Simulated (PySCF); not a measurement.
A series of derivatives of FC1CCCC1F

Parent skeleton `[F:1][CH:2]1[CH2:3][CH2:4][CH2:5][CH:6]1[F:7]`; one hydrogen on atom 4 is replaced by X. Hydrogens on one atom are averaged.

No relativistic terms, one computed conformer, averaged over atoms made equivalent by symmetry, fast rotation or ring inversion, in vacuum. Geometry: GFN2-xTB; shieldings: GIAO PBE0/pcSseg-1; PySCF.

Shifts are taken against calculated references (same method and geometry level): $^{19}$F vs CFCl3; $^{13}$C, $^{1}$H vs TMS.

Parent (X = H): F1 -208.8, C2 104.0, C3 36.8, C4 27.4, C5 36.8, C6 104.0, F7 -208.8, H(C2) 5.38, H(C3) 2.01 ppm. Effects are Δδ = δ(X) − δ(H), positive for deshielding.

Four derivatives gave (Δδ, ppm):
```
compound     F1    C2    C3     C4    C5    C6     F7  H(C2)  H(C3)
       1  -19.4  -6.6  -4.2  +15.0  -4.2  -6.6  -19.4  -0.33  +0.13
       2  -20.6  -6.5  +2.2  +14.5  +2.2  -6.5  -20.6  -0.28  +0.16
       3   +3.4  -0.6  +5.6  +22.4  +3.8  +0.6   +0.7  -0.08  -0.13
       4   +0.6  -0.1  +8.0  +16.3  +4.8  +0.3   +3.0  +0.04  -0.05
```

Q: Their substituents are C2H5, CHF2, cPr, isopropenyl. Which is which?

A: 1: X = CHF2 (FC(F)[C@H]1C[C@@H](F)[C@@H](F)C1); 2: X = cPr (F[C@@H]1C[C@@H](C2CC2)C[C@@H]1F); 3: X = isopropenyl (C=C(C)C1C[C@@H](F)[C@H](F)C1); 4: X = C2H5 (CCC1C[C@@H](F)[C@H](F)C1).

Unscaled 19F shifts against computed CFCl3 carry errors that often reach 10 to 50 ppm.
